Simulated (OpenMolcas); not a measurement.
How basis sets differ on C3H8Si (SMILES CC(C)[SiH])

The species is C3H8Si (12 atoms), meant as a singlet with charge 0. As SMILES, `CC(C)[SiH]`. The shape is that of a PBE0-D4/def2-TZVP optimisation. This is one conformer, not always the lowest.

```xyz
12

C    -0.2531    0.9070   -1.0628
C     0.0976   -0.4363   -0.4602
C     0.7899   -0.3575    0.9041
Si   -1.1690   -1.5057    0.4676
H    -0.8401    0.7875   -1.9765
H    -0.8506    1.4989   -0.3644
H     0.6402    1.4864   -1.3224
H     0.6942   -1.0344   -1.1504
H     0.7504    0.6459    1.3250
H     0.2847   -1.0109    1.6986
H     1.8075   -0.7475    0.9085
H    -1.8748   -0.2886    1.0670
```

Quantity: the dipole moment, in D. The values are calculated.

```
                          level          kind     program  value (D)
           HF/ANO-RCC-MB (DKH2)  Hartree–Fock  OpenMolcas       1.15
                      HF/STO-3G  Hartree–Fock  OpenMolcas       0.45
                       HF/3-21G  Hartree–Fock  OpenMolcas       1.80
HF/6-31G* (spherical functions)  Hartree–Fock  OpenMolcas       1.86
```

The values span 0.45 to 1.86 D. Magnitudes only. Sets without polarisation functions give poor dipoles.
